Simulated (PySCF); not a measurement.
A structure optimised at PBE-D3(BJ)/def2-SVP, used in a PySCF frequency run:

```xyz
14

C      2.5855     0.0665     1.2531
C      1.4476     0.2631     0.6200
C      0.3192     0.4611    -0.0452
C     -0.2063     1.8221    -0.4311
S     -0.5478    -0.9993    -0.6287
C     -2.2401    -0.6957    -0.0148
H      2.6375     0.0529     2.3564
H      3.5306    -0.1007     0.7061
H     -1.2015     2.0115     0.0233
H      0.4794     2.6219    -0.0914
H     -0.3275     1.8904    -1.5322
H     -2.2565    -0.6023     1.0891
H     -2.8305    -1.5858    -0.3067
H     -2.7019     0.1982    -0.4785
```

Question: Write its SMILES and formula.

Answer: C=C=C(C)SC, C5H8S

Question: What are its rotational constants (standard atomic weights)?

Answer: 4.6481, 1.8089, 1.4710 GHz
